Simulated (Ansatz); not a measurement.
Geometry optimisation, Ansatz, RKS B3LYP-D4/6-31G*.

Input file:

```yaml
crystal:
  periodic: [false, false, false]
  atoms:
    - { symbol: B, position_ang: [-0.026795, -0.485551, -0.222166] }
    - { symbol: F, position_ang: [-0.026228, -0.846128, 1.071415] }
    - { symbol: O, position_ang: [1.122346, -0.513972, -0.939847] }
    - { symbol: H, position_ang: [1.882622, -0.756834, -0.391399] }
    - { symbol: O, position_ang: [-1.196889, -0.153627, -0.830709] }
    - { symbol: H, position_ang: [-1.934716, -0.187642, -0.207702] }
    - { symbol: S, position_ang: [-0.019317, 2.332607, 1.061626] }
    - { symbol: H, position_ang: [0.854164, 2.911603, 1.909586] }
    - { symbol: H, position_ang: [-0.065788, 1.158344, 1.779796] }
basis:
  gaussian: { orbitals: "6-31G*" }
hamiltonian:
  xc: b3lyp
  dispersion: d4
relax:
  f_tol: 0.03
  max_steps: 50
output:
  orbitals: {}
```

Run as:

```bash
$ ansatz run input.yaml --threads 2 --pin off --max-ram 3072MiB --backend cpu --events-out ev --progress --plain --runs-dir out
```

Problem. Where does it end, and by what steps?

Solution. The run converged. The force dipped under the threshold on the way, but the program's further checks kept it going. After 30 steps the energy has fallen by 0.228 eV; H8 moved furthest, 2.09 Å.

| step | energy less start (eV) | largest force component (eV/Å) | accepted |
| --- | --- | --- | --- |
| 0 | 0.0000 | 0.762 | yes |
| 2 | 0.0619 | 1.758 | no |
| 4 | -0.0767 | 0.154 | yes |
| 6 | -0.0819 | 0.091 | yes |
| 8 | -0.0903 | 0.155 | yes |
| 10 | -0.1043 | 0.409 | yes |
| 12 | -0.1329 | 0.171 | yes |
| 14 | -0.1533 | 0.594 | yes |
| 16 | -0.1799 | 0.387 | yes |
| 18 | -0.1939 | 0.116 | yes |
| 20 | -0.2069 | 0.337 | yes |
| 22 | -0.2198 | 0.120 | yes |
| 24 | -0.2228 | 0.180 | yes |
| 26 | -0.2274 | 0.045 | yes |
| 28 | -0.2279 | 0.054 | yes |
| 30 | -0.2282 | 0.023 | yes |

```xyz
9
Properties=species:S:1:pos:R:3
B 0.227 -0.576 -0.386
F 1.174 -0.132 0.484
O 0.390 -1.788 -0.982
H 1.212 -2.213 -0.702
O -0.868 0.167 -0.657
H -0.872 1.015 -0.177
S -0.333 2.772 1.467
H -1.046 2.273 2.499
H 0.706 1.940 1.685
```

Whether the end is a true minimum wasn't checked by a vibrational analysis.

The run took 57 s on 2 threads of Arm Neoverse V2, on a shared host, peak memory 0.17 GiB.
